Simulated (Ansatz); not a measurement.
```tsv
atom	x (Å)	y (Å)	z (Å)
Cl	0.0000	0.0000	-2.0175
Mg	0.0000	0.0000	0.0000
Cl	0.0000	0.0000	2.0175
```

Basis set: 6-31G* (spherical functions). Correlated methods keep 11 orbitals frozen. Charge 0, multiplicity 1.

Computed with Ansatz (development build ahead of 0.2.0); each method stands on the lowest determinant of its kind that the runs found. Restricted open shells among the atoms or ions are ROHF, correlated in semicanonical orbitals with singles.

The atomization energy at this shape (free ground-state atoms in the same class of orbitals less the molecule, no zero-point energy) of singlet MgCl2:

```csv
method,atomization energy
RHF,6.09 eV
```

(1) What does RHF-MP2 give?

## Answers

(1) 7.29 eV. Caution: the shape is not the minimum.
